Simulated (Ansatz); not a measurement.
```yaml
crystal:
  periodic: [false, false, false]
  atoms:
    - {symbol: Si, position_ang: [0.410624, 1.030474, 0.730044]}
    - {symbol: Si, position_ang: [0.332640, -1.168767, -0.538686]}
    - {symbol: Ge, position_ang: [-1.869470, -0.762372, 0.259651]}
    - {symbol: Ge, position_ang: [-1.185260, 1.308811, -1.012944]}
    - {symbol: Ge, position_ang: [2.311455, -0.408136, 0.561936]}
basis:
  gaussian: {orbitals: def2-TZVP}
total_charge: -1
magnetization: {spin_polarized: true, initial_magnetization: 1}
hamiltonian: {xc: {name: B3LYP5}}
scf: {omitted_lower_state_checks: [starts]}
output: {forces: true}
```

```sh
$ ansatz run in.yaml --threads 4 --pin off --events-out ev --progress --plain --max-ram 4787MiB
```

Shortened log:

```
Functional definition: B3LYP5
1424 factors; integrals over basis functions are off by at most 7.1e-4 eV
mean field evaluation 1: about -185301.8067 eV, gradient 2.0e1 eV
mean field evaluation 2: about -185300.7208 eV, gradient 2.5e1 eV
mean field evaluation 4: about -185302.5075 eV, gradient 9.5e-1 eV
mean field evaluation 8: about -185302.5948 eV, gradient 1.8e-1 eV
mean field evaluation 16: about -185302.5953 eV, gradient 4.0e-3 eV
mean field evaluation 32: about -185302.5953 eV, gradient 7.9e-5 eV
mean field -185302.59525737 eV, -6809.7447730982 hartree, gradient 9.2e-6 eV, S^2 0.769004; 0 other end points of the search recorded, 0 dependent functions left out
reference -185302.59548420 eV, -6809.7447814338 hartree; 63, 62 occupied and 155, 156 virtual orbitals, 1424 factors
Total energy: -185302.59548420 eV, -6809.7447814338 hartree
Atom 0 at     0.410624     1.030474     0.730044 Å, force     0.012763    -0.249016    -0.559120 eV/Å
Atom 1 at     0.332640    -1.168767    -0.538686 Å, force    -0.134898     0.277614     0.511417 eV/Å
Atom 2 at    -1.869470    -0.762372     0.259651 Å, force    -0.143428    -0.223094    -0.280495 eV/Å
Atom 3 at    -1.185260     1.308811    -1.012944 Å, force    -0.164732     0.276771     0.220240 eV/Å
Atom 4 at     2.311455    -0.408136     0.561936 Å, force     0.430295    -0.082275     0.107959 eV/Å
Dipole moment:    -0.206515     0.038155    -0.052990 e Å
Checks for a lower state left out: starts
```

It took 18 s on 4 threads of Intel Xeon on a shared host, peak host memory 1.3 GiB.

The highest occupied level of an anion often lies above zero with these methods, and sets without diffuse functions describe the outer electron poorly.

The dipole of an ion depends on the origin.
